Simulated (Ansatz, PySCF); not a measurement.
System: LiCl, charge 0, multiplicity 1. SMILES: [Li][Cl]
Geometry from a B3LYP-D3(BJ)/def2-TZVP (Ansatz, a quantum-chemistry and plane-wave program) optimisation:
```
Li
Cl 1 2.0172
```

Wanted: atomisation energy (electronic, to ground-state atoms), in kcal/mol. Correlated levels leave the core frozen unless marked. Open shells are spin-unrestricted. Spin-orbit coupling is left out. No relativistic terms. FCI takes restricted orbitals. The coupled-cluster limit lacks core correlation, which all-electron functionals hold. CBS marks a two-point X^-3 extrapolation of the correlation energy; Hartree-Fock from the larger set.

```tsv
level	program	atomisation energy (kcal/mol)
M06-L-D4/def2-TZVPD	PySCF + dftd4	118.0
r2SCAN-D3(BJ)/def2-TZVPD	Ansatz + dftd3	110.9
PBE0-D3(BJ)/def2-TZVP	Ansatz + dftd3	107.7
PBE0-D4/def2-TZVPD	Ansatz + dftd4	108.4
TPSSh-D4/def2-TZVPD	PySCF + dftd4	109.7
r2SCANh/def2-TZVPD	Ansatz	110.3
r2SCAN0-D4/def2-TZVPD	Ansatz + dftd4	109.5
```

Question: Predict the CCSD(T)/CBS(def2-TZVPPD,def2-QZVPPD) result (Ansatz).

Answer: 113.5 kcal/mol, so r2SCAN0-D4/def2-TZVPD differs from it by -4.0 kcal/mol.
